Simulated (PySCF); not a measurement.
## TlO: a composite coupled-cluster calculation

State: ²Π, doublet, unpaired electrons π ↑. De refers to Tl + O. ROHF-based CCSD(T) in PySCF 2.14 with Tl cc-pwCVDZ-PP with ECP60, O aug-cc-pVDZ and Tl cc-pwCVTZ-PP with ECP60, O aug-cc-pVTZ (frozen core orbitals: 5; scalar-relativistic core potentials). Correlation energies are extrapolated as n⁻³ (n = 2, 3), Hartree–Fock as (n+1)·exp(−9√n).

```
      Level  Re (Å)  ωe (cm⁻¹)  ωexe (cm⁻¹)  αe (cm⁻¹)  De (eV)
 CCSD(T)/DZ  2.2107      440.7         2.13    0.00162    3.003
 CCSD(T)/TZ  2.1860      448.8         2.18    0.00169    3.144
     HF/CBS  2.1664      468.0         2.33    0.00174    1.473
    MP2/CBS  2.1754      455.2         2.12    0.00167    3.265
   CCSD/CBS  2.1726      459.2         2.20    0.00169    3.017
CCSD(T)/CBS  2.1801      452.0         2.18    0.00169    3.209
```

**Question.** How much is left between CCSD(T)/TZ and the basis-set limit, and how much do the triples give at the limit?

**Answer.** CCSD(T)/CBS less CCSD(T)/TZ: -5.9 mÅ in Re, +3.2 cm⁻¹ in ωe and +0.065 eV in De. CCSD(T)/CBS less CCSD/CBS: +7.5 mÅ in Re, -7.2 cm⁻¹ in ωe and +0.192 eV in De.

The T1 diagnostic is 0.024. The state was picked by a PBE0 search and need not be the measured ground state. Spin–orbit coupling, excitations beyond (T) and corrections to the Born–Oppenheimer picture are left out, and spin–orbit coupling matters for open p, d or f shells this heavy.

The whole job (state search and all basis sets along the bond) took about 69 min on 4 threads of Arm Neoverse N1 (shared host), peak memory 12 GiB.
